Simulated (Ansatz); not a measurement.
System: fluoro(dimethyl)silane, C2H7FSi, net charge 0, singlet state. SMILES: C[SiH](C)F
Geometry: optimised at B3LYP-D3(BJ)/def2-TZVP (Ansatz, a first-principles code).

Computed values are from Ansatz. Valence correlation only, unless marked. UHF or UKS for open shells. Spin-orbit coupling is left out. Non-relativistic. Basis-set limits of correlation are two-point, X^-3; Hartree-Fock from the larger set. The bracket is a focal-point correction in the basis named.

What is the T1 diagnostic at CCSD/aug-cc-pV(T+d)Z?

0.010.

What is the atomisation energy De at RI-MP2/CBS(aug-cc-pV(T+d)Z,aug-cc-pV(Q+d)Z)+[CCSD(T)-MP2]/aug-cc-pV(T+d)Z?

996.7 kcal/mol.

What is the total energy at RI-MP2/CBS(aug-cc-pV(T+d)Z,aug-cc-pV(Q+d)Z)+[CCSD(T)-MP2]/aug-cc-pV(T+d)Z?

-469.2804 Eh.

What is the dipole moment at CCSD(T)/aug-cc-pV(D+d)Z?

1.83 D.
